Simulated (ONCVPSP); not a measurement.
carbon (C): variants of one ONCV potential

Base potential:

```
Element                 : C (Z = 6)
Generator               : ONCVPSP 4.0.1
Type                    : optimised norm-conserving Vanderbilt (ONCV)
Functional              : LDA (Perdew-Wang 92)
Relativity              : scalar-relativistic
Frozen core             : [He]
Valence charge          : 4
Reference configuration : 2s2 2p2
Partial waves           : 2s: rc 1.00 bohr, ncon 5, nbas 8, qcut 7.7 1/bohr, 2 projectors, debl 0.5 Ha; 2p: rc 2.70 bohr, ncon 4, nbas 9, qcut 6 1/bohr, 2 projectors, debl 3.4 Ha
Local potential         : polynomial inside 0.80 bohr (lpopt 1, dvloc0 4 Ha)
Core correction         : Teter function, fcfact 2.25, rcfact 1.7
```

In the s channel the program set the typed energies aside and used -0.501, 0.250 Ha.

All-electron outer shells of the reference configuration (LDA (PZ), scalar-relativistic, ld1.x):

```
shell  level (eV)  outermost node (bohr)  outermost maximum (bohr)
   1s     -270.81                      –                      0.18
   2s      -13.64                   0.38                      1.22
   2p       -5.42                      –                      1.19
```

Cutoffs, loose and tight: the cutoffs (Ha) at which the residual kinetic energy of the hardest occupied pseudo-wave falls to 1 and 0.1 mHa per electron. They do not see the model core or the augmentation charge, which bear on the density cutoff. Test errors are all-electron minus pseudo excitation energies from the reference, over the configurations 2s2 2p1; 2s2 2p0; 2s1 2p0; 2s1 2p2. A dash means not determined; rows that change the core or the reference have their own tests.

A true bound ghost makes a file unfit for plane-wave use even where its test errors are small: the radial tests pick states by their node count and pass the ghost by.

| change | outcome | cutoff, loose | cutoff, tight | bound ghosts | GHOST(+) flags above zero | largest test error (meV) |
| --- | --- | --- | --- | --- | --- | --- |
| base | generated, projector energies reset by the program | 20 Ha | 114 Ha | s | none | +1282 |
| s: qcut 4.5 | generated, projector energies reset by the program | 40 Ha | 101 Ha | none | s | +1290 |
| s: qcut 6.1 | generated, projector energies reset by the program | 19 Ha | 68 Ha | none | s | +1290 |
| s: qcut 7 | generated, projector energies reset by the program | 20 Ha | 85 Ha | none | s | +1290 |
| s: qcut 7.9 | generated, projector energies reset by the program | 20 Ha | 114 Ha | s | none | +1282 |
| s: qcut 9.2 | generated, projector energies reset by the program | 19 Ha | 73 Ha | s | none | +1282 |
| s: qcut 10.6 | generated, projector energies reset by the program | 29 Ha | 52 Ha | s | none | +1282 |
| s: qcut 11.4 | generated, projector energies reset by the program | 39 Ha | 56 Ha | s | none | +1282 |

**Question.** What comes out with this change to the base: s: qcut 10?

**Answer.** outcome: generated, projector energies reset by the program; cutoff, loose: 20 Ha; cutoff, tight: 50 Ha; bound ghosts: s; GHOST(+) flags above zero: none; largest test error (meV): +1282.

**Question.** What comes out with this change to the base: s: qcut 5.8?

**Answer.** outcome: generated, projector energies reset by the program; cutoff, loose: 20 Ha; cutoff, tight: 68 Ha; bound ghosts: none; GHOST(+) flags above zero: s; largest test error (meV): +1290.

Reading the sweep of the qcut of the s channel (base included, trends over the rows without a ghost): The loose cutoff is not monotonic: lowest 19 Ha at 6.1 1/bohr, highest 40 Ha at 4.5 1/bohr. The median size of the test errors (rows with all tests solved) stays near 382.5 meV. Bound ghosts are found at 7.7, 7.9, 9.2, 10, 10.6, 11.4 1/bohr.
